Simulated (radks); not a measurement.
The numbers below are computed, except where a source is named.
Problem. Valence configurations of neutral fluorine (all share [He]). Level of theory: non-relativistic Kohn-Sham, LDA (Slater exchange, Perdew-Wang correlation), spin-unpolarised, spherical densities, point nucleus (a radial shooting solver on a logarithmic mesh with Libxc functionals). Order these by energy: 2s1 2p6; 2s1.5 2p5.5; 2s2 2p5.

Solution. From the lowest, in eV above it: 2s2 2p5 0.000; 2s1.5 2p5.5 9.142; 2s1 2p6 18.303. NIST lists [He] 2s2 2p5 as the ground configuration; this level of theory agrees among the configurations tried. The energies are those of spherical spin-averaged densities, not of single terms.
